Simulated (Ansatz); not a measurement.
`C[SiH](F)Cl` + HCl → `F[SiH](Cl)Cl` + CH₄ at 500 K and 1 bar (ligand exchange at the Si–C bond).

Program: Ansatz. Geometries: PBE0-D4/def2-TZVP. ΔE: electronic, gas phase. CCSD(T)/CBS is the MP2 limit (def2-TZVPP, def2-QZVPP) plus CCSD(T) − MP2 in def2-TZVPP, frozen cores. This one scheme is used for every species.

```json
{"species": "`C[SiH](F)Cl`", "CCSD(T)/CBS energy (Eh)": "-889.24457", "H − E (kJ/mol)": "169.6", "S (J/(mol·K))": "369.4"}
{"species": "HCl", "CCSD(T)/CBS energy (Eh)": "-460.38127", "H − E (kJ/mol)": "32.5", "S (J/(mol·K))": "201.9"}
{"species": "`F[SiH](Cl)Cl`", "CCSD(T)/CBS energy (Eh)": "-1309.19911", "H − E (kJ/mol)": "71.9", "S (J/(mol·K))": "352.5"}
{"species": "CH₄", "CCSD(T)/CBS energy (Eh)": "-40.46206", "H − E (kJ/mol)": "135.6", "S (J/(mol·K))": "206.8"}
```

H − E and S are ideal-gas, rigid-rotor, harmonic terms from PBE0-D4/def2-TZVP, for one conformer and one mirror image of each species. 1 Eh = 2625.50 kJ/mol, R = 8.31446 J/(mol·K).

Q: By hand: ΔE, ΔH, ΔS and ΔG.

A: ΔE = (-1309.19911) + (-40.46206) − (-889.24457) − (-460.38127) = -0.03533 Eh = -92.8 kJ/mol. Δ(H − E) = 71.9 + 135.6 − 169.6 − 32.5 = 5.4, so ΔH = -87.4 kJ/mol. ΔS = 352.5 + 206.8 − 369.4 − 201.9 = -12.0 J/(mol·K). ΔG = -87.4 − 500 × (-12.0)/1000 = -81.4 kJ/mol.

Q: By hand: the equilibrium constant, and the temperature at which ΔG would vanish if ΔH and ΔS stayed fixed.

A: log₁₀ K = −ΔG/(RT ln 10) = 8.5. ΔG = 0 at ΔH/ΔS = 7283 K, far beyond where these terms or the molecules hold.

The number of gas molecules stays the same, so ΔS is small and ΔH decides. A doubt of 5 kJ/mol in ΔE shifts log₁₀ K by 0.5 here. Other conformers and mirror images would add mixing entropy, several J/(mol·K) or more a flexible species. These are equilibria of isolated gas molecules and say nothing of rates. Largest T1 diagnostic: 0.010 (customary marks: 0.02 for closed shells, 0.045 for open ones).
